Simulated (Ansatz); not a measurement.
The cluster Hf₂S₃, relaxed as a singlet with RKS r2SCAN-D4/def2-SVP in Ansatz, starting from the GFN1-xTB geometry. Force threshold 0.02 eV/Å.

In the def2 sets Hf takes a core potential; there is no spin–orbit coupling. The relaxation made no stability test and no search for a lower SCF solution. No other spin state of charge 0 was run. The structure comes from a short search, and lower isomers may exist.

Start:

```xyz
5

Hf   -0.383    0.167    0.704
Hf    1.028   -0.483   -1.785
S     1.796    1.208   -0.347
S    -1.561    0.784    2.535
S    -0.880   -1.676   -1.107
```

(1) Estimate the energy that the relaxation releases and the steps that it takes.

(2) Does the start keep its bonding and symmetry?

(3) Predict the relaxed structure.

Results:

(1) 2.44 eV, in 17 steps; 51 s on 4 threads of Intel Xeon Platinum 8259CL on a shared host. No frequencies were taken in this run, so the end may be a saddle point.

(2) Bonds formed: Hf2–S4 (atoms count from 1). The end is the same structure that another start reached, the lowest one found. Point group Cs at the start, D3h at the end, both within 0.05 Å.

(3) 
Cartesian coordinates in Å:
```
Hf 0.3015 -0.5689 1.0982
Hf -0.3012 0.5687 -1.0985
S 1.9418 0.7459 -0.1464
S -1.4709 1.1081 0.9775
S -0.4712 -1.8537 -0.8308
```
Bond lengths (bridged metal pairs left out): 6 × Hf–S 2.44 Å.
